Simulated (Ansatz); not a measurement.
Wavefunction ladder for `C[N]1C[CH2][AlH]1`

Cartesian coordinates in Å:
```
C 0.034 0.952 -1.645
N 0.215 0.062 -0.544
C -0.573 0.304 0.672
C -0.131 -0.825 1.634
Al 1.021 -1.352 0.142
H -1.005 0.953 -2.006
H 0.675 0.661 -2.480
H 0.282 1.990 -1.380
H -0.363 1.302 1.087
H -1.651 0.263 0.459
H 0.339 -0.452 2.545
H -0.947 -1.489 1.920
H 2.106 -2.370 -0.404
```

Total charge 0; spin multiplicity 1. All single points use the PBE0-D4/def2-TZVP geometry. Frozen core, restricted reference, the Gaussian-basis code of Ansatz. CBS rows extrapolate triple and quadruple zeta; past MP2 they add the triple-zeta difference.

```csv
basis,HF (Eh),MP2 corr.
def2-TZVPP,-414.68889,-0.80644
def2-QZVPP,-414.70420,-0.85862
```

Estimate the CCSD correlation energy and the (T) correction in each basis where they were run (hartree).


| basis | CCSD corr. | (T) |
| --- | --- | --- |
| def2-TZVPP | -0.84971 | -0.03558 |
| CBS(def2) | -0.94055 | as TZ |
